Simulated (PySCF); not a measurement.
## A single-point calculation

Cs2O(H2O)2 (singlet). PySCF 2.14.0, RKS CAM-B3LYP, Cs def2-SVP with ECP46, O def2-SVP, H def2-SVP; non-relativistic Hamiltonian with scalar-relativistic core potentials where named; density fitting; no spin-orbit coupling. Purpose: singlet excitations, Tamm-Dancoff CAM-B3LYP. The geometry is a saddle point of the state and level it was relaxed for.

```python
mol = gto.M(atom='''
Cs    -0.00000     0.00000     2.51943
Cs     0.00000    -0.00000    -2.51943
O     -0.00000     0.00000    -0.00000
O     -0.00000     0.00000     5.76241
H      0.76431     0.00000     6.37311
H     -0.76431     0.00000     6.37311
O      0.00000    -0.00000    -5.76241
H      0.76431    -0.00000    -6.37311
H     -0.76431    -0.00000    -6.37311''',
    basis={'Cs': 'def2-SVP', 'O': 'def2-SVP', 'H': 'def2-SVP'},
    ecp={'Cs': 'def2-SVP'},
    charge=0, spin=0)
mf = dft.RKS(mol, xc='CAMB3LYP')
mf.grids.atom_grid = (50, 194)
mf = mf.density_fit()  # fitting sets: Cs def2-universal-JKFIT, O def2-universal-JKFIT, H def2-universal-JKFIT
mf.conv_tol = 1e-08; mf.max_cycle = 55
mf.kernel(dm0)  # dm0: converged density of the relaxed state
td = mf.TDA(); td.nstates = 8; td.kernel()
```

Run from Python with OMP_NUM_THREADS=2; the lines above give its settings. Where DIIS fails, smearing, a level shift and second-order steps follow.
It took 46 s on 2 threads of Arm Neoverse V1 (shared host), from an already converged density.

**Question.** Where do the frontier levels lie, over both spins?

**Answer.** HOMO -3.17 eV, LUMO -0.05 eV. 

**Question.** What are the Mulliken charges and spins?

**Answer.** 
```tsv
atom	charge (e)	spin (e)
Cs1	0.292	0.000
Cs2	0.292	0.000
O3	-0.757	0.000
O4	-0.258	0.000
H5	0.172	0.000
H6	0.172	0.000
O7	-0.258	0.000
H8	0.172	0.000
H9	0.172	0.000
```

**Question.** Which singlet excitations follow (Tamm-Dancoff, 8 states)?

**Answer.** 
| state | eV | oscillator strength |
| --- | --- | --- |
| 1 | 1.23 | 0.0485 |
| 2 | 1.44 | 0.0291 |
| 3 | 1.44 | 0.0285 |
| 4 | 1.60 | 0.0000 |
| 5 | 1.67 | 0.0000 |
| 6 | 1.68 | 0.0000 |
| 7 | 2.11 | 0.0000 |
| 8 | 2.16 | 0.0000 |

The geometry was relaxed with PBE (Cs def2-SVP with ECP46, O def2-SVP, H def2-SVP).
